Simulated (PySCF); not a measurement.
CH10O2Si3. Atoms are numbered in the order given.

```xyz
16

Si    -0.0716    -0.9180    -0.7055
C      0.1959    -2.6364    -0.0451
O      1.3225    -0.0265    -0.5691
Si     2.1261     1.0640     0.3903
O     -1.2655    -0.1929     0.1924
Si    -2.1753     1.1761     0.4288
H     -0.4578    -0.9086    -2.1402
H      0.4648    -2.5995     1.0228
H     -0.7189    -3.2418    -0.1477
H      1.0091    -3.1425    -0.5894
H      3.4006     1.4333    -0.2819
H      1.2961     2.2882     0.5880
H      2.4267     0.4696     1.7257
H     -3.5565     0.7756     0.8130
H     -1.5793     1.9942     1.5223
H     -2.2265     1.9942    -0.8188
```

Geometry optimised at B3LYP-D3(BJ)/def2-SVP. The values are those of a single conformer.

The numbers are results of PySCF with PBE/pcSseg-1, not measurements.

GIAO shieldings, no solvent; atoms listed in one row are averaged. δ = σ(ref) − σ: ²⁹Si against TMS (σ = 335.4 ppm); ¹³C against TMS (σ = 182.0 ppm); ¹⁷O against H2O (σ = 334.3 ppm); ¹H against TMS (σ = 31.49 ppm), references at their B3LYP-D3(BJ)/def2-TZVP geometries, non-relativistic.

```json
[
 {"nucleus": "²⁹Si", "atoms": "Si1", "count": "1", "δ (ppm)": "-17.7"},
 {"nucleus": "²⁹Si", "atoms": "Si6", "count": "1", "δ (ppm)": "-39.0"},
 {"nucleus": "²⁹Si", "atoms": "Si4", "count": "1", "δ (ppm)": "-41.7"},
 {"nucleus": "¹³C", "atoms": "C2", "count": "1", "δ (ppm)": "3.4"},
 {"nucleus": "¹⁷O", "atoms": "O3, O5", "count": "2", "δ (ppm)": "60.6"},
 {"nucleus": "¹H", "atoms": "H11, H12, H13, H14, H15, H16", "count": "6", "δ (ppm)": "5.57"},
 {"nucleus": "¹H", "atoms": "H7", "count": "1", "δ (ppm)": "5.47"},
 {"nucleus": "¹H", "atoms": "H8, H9, H10", "count": "3", "δ (ppm)": "0.53"}
]
```
